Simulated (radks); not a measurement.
The numbers below are computed, except where a source is named.
Species: the carbon ion C3+. Configuration: [He] 2s1.

Level of theory: scalar-relativistic Kohn-Sham, r2SCAN, spin-polarised, spherical densities, finite nucleus; open shells are filled with parallel spins first; meta-GGA in the generalised Kohn-Sham scheme; Fermi nuclear charge, rms radius 2.4702 fm (a radial shooting solver on a logarithmic mesh with Libxc functionals).

Energy parts (eV):
part                     energy
total                  -946.690
kinetic                 946.160
electron-nucleus      -2038.493
Hartree                 254.501
exchange-correlation   -108.858

Orbitals (lengths in bohr, moments of r in powers of bohr):
[
 {"orbital": "1s up", "occ.": "1", "eigenvalue (eV)": "-335.9288", "<1/r>": "5.684"},
 {"orbital": "1s down", "occ.": "1", "eigenvalue (eV)": "-335.0242", "<1/r>": "5.671"},
 {"orbital": "2s up", "occ.": "1", "eigenvalue (eV)": "-58.0719", "<1/r>": "1.131"}
]

The highest occupied level is 2s up at -58.072 eV. Summed over all electrons, <r^2> = 2.091 bohr^2, which gives a Langevin (diamagnetic) susceptibility term of -1.66 x 10^-6 cm^3/mol. The electron density at the nucleus is 129.5 e/bohr^3 (large components only). The density falls to 0.001 e/bohr^3 at r = 2.44 bohr. Spin moment in Bohr magnetons: 1.
